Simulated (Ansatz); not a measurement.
Isolated molecules relaxed with PBE0-D4/def2-TZVP in Ansatz; ΔE leaves out vibrations. CBS: MP2 limit from def2 TZ/QZ plus the TZ coupled-cluster correction, frozen cores. This one scheme is used for every species. Functionals use def2-TZVPP. def2 core potentials past Kr. For Sn outer-core shells are correlated without core-valence functions, which leaves a few kJ/mol of doubt a bond. Each species was taken in one conformer, which may not be the lowest.

Consider the formal hydrolysis of a C–Sn bond: `B[C](=C)[SnH3]` + H₂O → `BC(=C)O` + `[SnH4]`.

`B[C](=C)[SnH3]`:

Z-matrix (Å, degrees):
```
Sn
C 1 2.138
H 1 1.708 2 110.1
H 1 1.711 2 108.5 3 -120.1
H 1 1.708 2 110.1 3 119.9
C 2 1.342 1 119.8 3 120.1
B 2 1.539 1 122.0 3 -59.8
H 6 1.090 2 120.6 1 -180.0
H 6 1.089 2 123.8 1 0.0
H 7 1.200 2 118.8 1 -179.9
H 7 1.198 2 122.3 1 0.1
```

H₂O:

Z-matrix (Å, degrees):
```
O
H 1 0.960
H 1 0.960 2 105.1
```

`BC(=C)O`:

Cartesian coordinates in Å:
```
B -0.874 0.912 0.149
C 0.291 -0.083 0.079
C 0.166 -1.215 -0.635
O 1.468 0.151 0.729
H -1.888 0.675 -0.431
H -0.767 1.925 0.785
H 0.968 -1.943 -0.709
H -0.761 -1.413 -1.155
H 1.398 0.991 1.188
```

`[SnH4]`:

Cartesian coordinates in Å:
```
Sn 0.000 0.000 0.000
H 1.127 1.269 0.150
H -1.300 0.266 1.068
H 0.755 -1.479 0.381
H -0.582 -0.056 -1.600
```

CCSD(T)/CBS gives +47.3 kJ/mol.

Another level gave +27.7 kJ/mol. Which?
A. MP2/def2-TZVPP
B. ωB97M-V/def2-TZVPP
C. PBE/def2-TZVPP
D. CCSD(T)/def2-TZVPP

B. ωB97M-V 27.7, CCSD(T)/def2-TZVPP 39.3, MP2/def2-TZVPP 51.4, PBE 14.0 kJ/mol.

Largest T1 diagnostic among the species: 0.013.

The D4 term adds +8.0 kJ/mol with B3LYP and +4.5 kJ/mol with PBE0; it sums over pairs of atoms, weighted by their polarisabilities, and B3LYP, whose exchange is more repulsive, gets the larger term. From PBE to PBE0 (25 % exact exchange), in def2-TZVPP and without D4, ΔE moves by +6.2 kJ/mol. In def2-TZVPP, CCSD(T) changes the Hartree–Fock value by +14.2 kJ/mol (the triples alone add +0.7 kJ/mol) and MP2 by +26.2 kJ/mol.

B3LYP here is the variant with VWN-RPA as its local correlation; programs differ in this.
